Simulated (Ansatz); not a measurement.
`C[Si](C)(C)C#Cc1cc2sc(-c3cc4sc(-c5cc6sc(-c7cc8sc(C#C[Si](C)(C)C)cc8s7)cc6s5)cc4s3)cc2s1`. Total charge 0; triplet. Geometry PBE-D4/def2-SVP, that of the neutral singlet.

```xyz
70

C     2.804    9.856  -13.080
Si    2.551   10.770  -11.445
C     1.043   11.907  -11.541
C     4.096   11.762  -10.993
C     2.246    9.515  -10.121
C     2.031    8.692   -9.221
C     1.793    7.748   -8.208
C     1.298    7.966   -6.917
C     1.198    6.760   -6.188
S     0.676    6.336   -4.580
C     1.020    4.624   -4.874
C     0.782    3.660   -3.832
C     0.319    3.881   -2.532
C     0.218    2.675   -1.800
S    -0.271    2.253   -0.183
C     0.043    0.538   -0.487
C    -0.178   -0.442    0.545
C     0.006   -1.826    0.463
C    -0.310   -2.469    1.681
S    -0.303   -4.118    2.239
C    -0.865   -3.625    3.844
C    -1.080   -4.610    4.875
C    -1.629   -4.416    6.145
C    -1.679   -5.621    6.885
S    -2.229   -6.066    8.474
C    -1.779   -7.762    8.197
C    -1.995   -8.717    9.207
C    -2.188   -9.553   10.099
Si   -2.464  -10.814   11.423
C    -3.996  -11.830   10.982
C    -2.722   -9.904   13.060
C    -0.939  -11.927   11.510
C    -1.229   -7.956    6.926
C    -1.176   -6.748    6.194
S    -0.623   -6.298    4.605
C    -1.050   -2.241    3.928
C    -0.739   -1.598    2.708
S    -0.748    0.051    2.148
C     0.504    0.317   -1.789
C     0.600    1.522   -2.521
S     1.091    1.943   -4.138
C     1.512    4.406   -6.163
C     1.611    5.610   -6.900
S     2.133    6.030   -8.504
H     1.910    9.256  -13.343
H     3.673    9.169  -13.021
H     2.990   10.577  -13.902
H     0.128   11.332  -11.789
H     1.188   12.681  -12.323
H     0.872   12.422  -10.574
H     4.306   12.531  -11.765
H     3.966   12.278  -10.020
H     4.983   11.102  -10.913
H     1.030    8.965   -6.552
H     0.071    4.879   -2.147
H     0.355   -2.333   -0.445
H    -1.983   -3.441    6.503
H    -4.189  -12.602   11.756
H    -3.864  -12.345   10.009
H    -4.894  -11.184   10.907
H    -2.893  -10.627   13.884
H    -3.601   -9.229   13.006
H    -1.835   -9.290   13.318
H    -1.066  -12.703   12.293
H    -0.766  -12.440   10.543
H    -0.031  -11.338   11.752
H    -0.892   -8.938    6.574
H    -1.385   -1.735    4.841
H     0.758   -0.677   -2.176
H     1.786    3.411   -6.537
```

Single mean-field runs in def2-SVP are fitted with def2-universal-jkfit. At PBE0-D4/def2-SVP a singlet of charge 0 lies 1.63 eV below the triplet at the same geometry.

(1) Estimate the α-spin orbital energies around the gap (eV) in Ansatz with PBE-D4/def2-SVP, PBE0-D4/def2-SVP.

Answers

(1) 
```csv
orbital,PBE-D4/def2-SVP,PBE0-D4/def2-SVP
HOMO−5,-5.82,-6.96
HOMO−4,-5.74,-6.88
HOMO−3,-5.66,-6.77
HOMO−2,-5.14,-6.07
HOMO−1,-4.69,-5.59
HOMO,-3.15,-3.67
LUMO,-2.64,-2.27
LUMO+1,-2.10,-1.63
LUMO+2,-1.57,-0.93
LUMO+3,-1.28,-0.57
LUMO+4,-1.27,-0.33
LUMO+5,-1.13,-0.22
β HOMO,-4.97,-5.67
β LUMO,-4.42,-4.20
```
